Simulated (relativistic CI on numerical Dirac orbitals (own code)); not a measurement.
## Ti2+ in a cubic cluster: L2,3 absorption with charge transfer

Computed with a charge-transfer multiplet model of a cubic metal-ligand cluster with up to one ligand hole, Slater and spin-orbit integrals from Dirac-Coulomb-Breit ions, Slater integrals scaled by 0.8. The ground state mixes d2 with configurations of k ligand holes L, whose averages lie at kΔ + k(k − 1)U_dd/2; a core hole lowers each added d electron by U_cd. 300 K, Lorentzian 0.4 eV and Gaussian 0.3 eV FWHM.

Atomic integrals in eV (Slater integrals scaled, ζ unscaled), ground: F2dd 6.578, F4dd 4.090, zeta_d 0.013; with the core hole: F2dd 7.324, F4dd 4.560, zeta_d 0.022, zeta_core 3.746, F2cd 3.920, G1cd 2.783, G3cd 1.577.

Cluster parameters (eV): U_dd = 5.5, U_cd = 6.7, 10Dq = 0.5, 10Dq(ligand) = 0.1, V(eg) = 2.25, V(t2g) = -1.01, final-state hopping factor = 0.9.

| Case | n_d | d2 | d3L | S |
| --- | --- | --- | --- | --- |
| Δ = 4.9 eV | 2.27 | 0.73 | 0.27 | 1.00 |
| Δ = 6.9 eV | 2.21 | 0.79 | 0.21 | 1.00 |
| Δ = 7.9 eV | 2.18 | 0.82 | 0.18 | 1.00 |

Weights, n_d and S are thermal averages at 300 K. Photon energies count from the first peak over 30 % of the highest in each spectrum, which can be another peak from case to case. The parameters are a model scan and need not match a compound or its usual spin state. Peaks in eV (height, largest 100):
- Δ = 4.9 eV: -2.5 (8), 0.0 (100), 3.1 (21), 6.1 (54)
- Δ = 6.9 eV: -2.5 (7), 0.0 (100), 6.2 (56)
- Δ = 7.9 eV: -2.5 (7), 0.0 (100), 5.4 (45), 6.2 (56)

Curve for Δ = 7.9 eV (points under 2 left out, the grid thinned):

| E (eV) | Intensity |
| --- | --- |
| -3.4 | 2.1 |
| -3.1 | 4.1 |
| -2.8 | 6.4 |
| -2.5 | 7.5 |
| -2.2 | 6.9 |
| -1.9 | 7.3 |
| -1.7 | 9.2 |
| -1.4 | 16.1 |
| -1.1 | 23.5 |
| -0.8 | 29.6 |
| -0.5 | 46.5 |
| -0.2 | 85.0 |
| 0.1 | 96.2 |
| 0.4 | 65.8 |
| 0.7 | 45.7 |
| 1.0 | 37.6 |
| 1.3 | 31.7 |
| 1.5 | 27.7 |
| 1.8 | 22.8 |
| 2.1 | 18.7 |
| 2.4 | 15.6 |
| 2.7 | 17.1 |
| 3.0 | 19.2 |
| 3.3 | 20.9 |
| 3.6 | 23.9 |
| 3.9 | 25.8 |
| 4.2 | 32.0 |
| 4.5 | 39.7 |
| 4.7 | 41.4 |
| 5.0 | 43.6 |
| 5.3 | 45.1 |
| 5.6 | 45.6 |
| 5.9 | 52.7 |
| 6.2 | 56.3 |
| 6.5 | 47.5 |
| 6.8 | 23.8 |
| 7.1 | 14.2 |
| 7.4 | 9.5 |
| 7.7 | 6.3 |
| 7.9 | 5.1 |
| 8.2 | 4.2 |
| 8.5 | 2.9 |
| 8.8 | 2.5 |
| 9.1 | 2.2 |
| 9.4 | 2.0 |

For the case Δ = 7.9 eV, Δ = 7.9 eV is larger than U_dd = 5.5 eV, the Mott-Hubbard side of the Zaanen-Sawatzky-Allen scheme. With the core hole the configuration with one ligand hole lies at Δ + U_dd − U_cd = 3.7, 5.7, 6.7 eV from the one without, in the order of the table; where this is negative the screened configuration lies lower, though the effective hopping of about 4.3 eV (from the holes of the mixed ground state) mixes the two strongly wherever it is as large as the gap.

With at most 1 ligand hole the space is cut while the next configuration still counts, so covalency is underestimated, and a final configuration with one more ligand hole, which can lie low, is missing from the spectra.
